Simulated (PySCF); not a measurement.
Species: C8H9N.
SMILES with atom numbers: `[CH2:1]=[C:2]1[CH2:3][C@@:4]([CH3:5])([C:6]#[N:7])[C:8]1=[CH2:9]` (hydrogens: H10, H11 on C1; H12, H13 on C3; H14, H15, H16 on C5; H17, H18 on C9)

Structure optimised with GFN2-xTB, isolated species.

(1) List the bond lengths, angles and torsions at this level.

Answers

(1) 
```json
{"bond": "C1=C2", "length (pm)": "132.3"}
{"bond": "C2–C3", "length (pm)": "151.0"}
{"bond": "C3–C4", "length (pm)": "155.7"}
{"bond": "C4–C5", "length (pm)": "152.6"}
{"bond": "C4–C6", "length (pm)": "143.9"}
{"bond": "C6≡N7", "length (pm)": "114.4"}
{"bond": "C4–C8", "length (pm)": "152.8"}
{"bond": "C8=C9", "length (pm)": "132.2"}
{"bond": "C2–C8", "length (pm)": "146.2"}
{"bond": "C1–H10", "length (pm)": "107.6"}
{"bond": "C1–H11", "length (pm)": "107.7"}
{"bond": "C3–H12", "length (pm)": "109.0"}
{"bond": "C3–H13", "length (pm)": "108.9"}
{"bond": "C5–H14, C5–H15, C5–H16", "length (pm)": "108.8"}
{"bond": "C9–H17", "length (pm)": "107.7"}
{"bond": "C9–H18", "length (pm)": "107.7"}
```

Bonds in one row agree within 1 pm and their mean is given. A selection of angles:
```json
{"angle": "C1–C2–C3", "degrees": "133.6"}
{"angle": "C1–C2–C8", "degrees": "134.4"}
{"angle": "C3–C2–C8", "degrees": "92.1"}
{"angle": "C2–C3–C4", "degrees": "88.6"}
{"angle": "C3–C4–C5", "degrees": "115.7"}
{"angle": "C3–C4–C6", "degrees": "113.3"}
{"angle": "C3–C4–C8", "degrees": "87.8"}
{"angle": "C5–C4–C6", "degrees": "110.7"}
{"angle": "C5–C4–C8", "degrees": "115.3"}
{"angle": "C6–C4–C8", "degrees": "112.4"}
{"angle": "C4–C6–N7", "degrees": "179.1"}
{"angle": "C4–C8–C9", "degrees": "132.5"}
{"angle": "C2–C8–C4", "degrees": "91.5"}
{"angle": "C2–C8–C9", "degrees": "135.9"}
```

Dihedral angles: C1–C2–C3–C4 180° (antiperiplanar); C2–C3–C4–C5 117° (anticlinal); C3–C4–C8–C9 -179° (antiperiplanar); C1–C2–C8–C4 179° (antiperiplanar).

The 4-membered ring C2–C3–C4–C8 has internal angles of 87.8° to 92.1°; it is planar, 0.00 Å rms from its mean plane, widest ring torsion 1°. The C–C distances run from 1.322 Å (C8=C9, drawn double) to 1.557 Å (C3–C4, drawn single), a spread of 0.235 Å.

Point group: C1 (no symmetry element, even within 0.4 Å). Whether it is a minimum is left open (no frequencies).

The numbers are calculated, not measured.
